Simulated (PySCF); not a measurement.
## Dipole response of Xe²⁺ (xenon, charge +2)

[Kr] 4d10 5s2 5p4, high-spin 3P determinant. Computed with PySCF 2.14 in aug-cc-pVTZ-DK3, with the spin-free X2C one-electron Hamiltonian (Gaussian nucleus). Coupled (time-dependent) response in atomic units; α is the mean over directions.

```
method  mean α (bohr³)         α xx, yy, zz  C₆ (like pair)  S(−4)
   UHF           12.79  12.82, 12.73, 12.82           89.02  27.31
   PBE           12.89  12.78, 13.10, 12.78           89.56  28.13
  PBE0           12.77  12.71, 12.90, 12.71           88.60  27.35
```

S(−4) is the Cauchy moment in α(ω) = α(0) + S(−4) ω² + …

Spin-orbit coupling is absent.

α(iu) at UHF:

```tsv
u (hartree)	α(iu) (bohr³)
0	12.79
0.0500	12.73
0.100	12.53
0.200	11.80
0.300	10.76
0.500	8.469
0.750	6.072
1.00	4.426
1.50	2.600
2.00	1.718
3.00	0.9342
5.00	0.4149
```

A single London oscillator, α(iu) = α/(1 + u²/ω²), gives C₆ = (3/4) ω α². Matching the computed C₆ needs ω = 4 × 89.02 / (3 × 12.79²) = 0.726 hartree.

For an ion, C₆ is the dispersion term alone; charge-induced terms of lower order in 1/R come first.

The components differ because the open shell of this determinant is not spherical; for a pure term their mean is the scalar polarisability.
